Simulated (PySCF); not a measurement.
Species: C₆H₁₂NP.
SMILES: `CC=P1(N(C)C)C=C1`

All values: B3LYP/def2-SVPD (PySCF, non-relativistic), on one gas-phase PBE0-D3(BJ)/def2-SVP geometry that isn't relaxed in the solvent. The solvent is an IEF-PCM continuum (cavity from Bondi-type radii × 1.2), and excitations are vertical TDDFT with non-equilibrium linear response and a frozen core. Only the electrostatic response of the medium enters.

Gas-phase singlets (H = HOMO, L = LUMO):

```csv
state,E (eV),λ (nm),f,leading configuration
S1,2.809,441,0.004,H→L 99%
S2,4.265,291,0.010,H→L+1 93%
S3,4.614,269,0.005,H-1→L 66%
S4,4.675,265,0.003,H→L+2 59%
S5,4.852,256,0.043,H→L+3 81%
```

**Question.** What are the lowest 5 singlets in acetone (ε = 20.49)?

**Answer.** 
| state | E (eV) | λ (nm) | f | leading configuration | change by rank (eV) |
| --- | --- | --- | --- | --- | --- |
| S1 | 3.045 | 407 | 0.006 | H→L 99% | +0.236 |
| S2 | 4.412 | 281 | 0.013 | H→L+1 91% | +0.147 |
| S3 | 4.614 | 269 | 0.007 | H-1→L 98% | 0.000 |
| S4 | 4.950 | 250 | 0.005 | H→L+2 93% | +0.275 |
| S5 | 5.090 | 244 | 0.048 | H→L+3 76% | +0.238 |

**Question.** The ground-state energy changes by -0.135 eV from gas to acetone. By how much does the total energy of gas-phase S1 change?

**Answer.** E(S1) = E(S0) + excitation energy, so it changes by -0.135 + 0.236 = +0.101 eV: it isn't lowered at all, while the ground state is. This is the vertical state, with the slow part of the continuum still set for S0.

**Question.** How do the frontier levels move from gas to acetone?

**Answer.** 
```csv
orbital,gas (eV),solvent (eV),change (eV)
LUMO+2,0.81,0.97,+0.16
LUMO+1,0.40,0.53,+0.13
LUMO,-0.83,-0.72,+0.11
HOMO,-4.61,-4.75,-0.14
HOMO-1,-6.46,-6.33,+0.13
HOMO-2,-8.15,-8.09,+0.06
HOMO-3,-9.03,-9.02,+0.01
```

The HOMO–LUMO gap goes from 3.78 to 4.03 eV. Rows go by rank; for LUMO+1 and LUMO+2 the atom shares or the degeneracy differ between the runs, so the row needn't follow one orbital.

Shape of the structure used: `[CH3:1][CH:2]=[P:3]1([N:4]([CH3:5])[CH3:6])[CH:7]=[CH:8]1`: C2–P3–N4–C5 150°.
